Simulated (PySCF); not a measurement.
## Electron correlation in Se⁻ (selenium, charge -1)

[Ar] 3d10 4s2 4p5, 2P determinant. Computed with PySCF 2.14 in aug-cc-pVTZ-PP with one added diffuse shell each of s, d, f type with ECP10MDF (7s5p5d3f, 68 functions), with a scalar-relativistic core potential. Frozen: 3s2 3p6 3d10; 7 electrons correlated.

```csv
level,correlation energy (mhartree)
CCSD,-153.70
(T),-6.62
CCSD(T),-160.32
```

Diagnostics: T1 = 0.0098, D1 = 0.0235, largest double amplitude 0.031.

Problem. Is a single reference adequate?

Solution. Yes, within this model without spin-orbit coupling: T1 lies below 0.03 and no double amplitude reaches 0.07.
